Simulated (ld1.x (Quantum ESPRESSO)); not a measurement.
## sulfur (S): excitation energies, all-electron against PAW

```
Element                 : sulfur (S)
Generator               : ld1.x (Quantum ESPRESSO) 7.5
Type                    : PAW
Functional              : PBEsol
Relativity              : scalar-relativistic
Frozen core             : [Ne]
Valence charge          : 6
Reference configuration : 3s1.75 3p4.25
Partial waves           : 3s (bound): rcut 0.95, rcutus 1.25 bohr; 3s channel at 1.8 Ry: rcut 0.95, rcutus 1.25 bohr; 3p (bound): rcut 1.25, rcutus 1.35 bohr; 3p channel at 0.4 Ry: rcut 1.25, rcutus 1.35 bohr; 3d channel at -0.2 Ry: rcut 1.05, rcutus 1.30 bohr; 3d channel at 1.6 Ry: rcut 1.05, rcutus 1.30 bohr
Local potential         : all-electron potential smoothed inside 1.00 bohr (lloc = -1)
Core correction         : Bessel-smoothed model core inside 1.25 bohr
Augmentation charge     : PSQ, inside the norm-conserving radii
```

Energies are relative to the spin-unpolarised reference configuration 3s1.75 3p4.25; without spin polarisation the order of configurations can differ from experiment.

Q: Give the all-electron excitation energy and the error of the potential for: 3s2 3p4; 3s2 3p3; 3s2 3p2; 3s1 3p5; 3s0 3p6; 3s2 3p0; 3s2 3p3.5.

A:

```csv
valence configuration,charge,ΔE all-electron (eV),error AE − PS (meV)
3s2 3p4,0,-2.558,+0.1
3s2 3p3,+1,9.175,-1.3
3s2 3p2,+2,31.416,-8.3
3s1 3p5,0,7.722,-0.4
3s0 3p6,0,18.121,-1.4
3s2 3p0,+4,112.175,-103
3s2 3p3.5,+0.5,2.085,-0.3
```

Levels in the configuration 3s1 3p5:

```
level  all-electron (eV)  pseudo (eV)
   3s            -17.871      -17.872
   3p             -7.530       -7.530
```
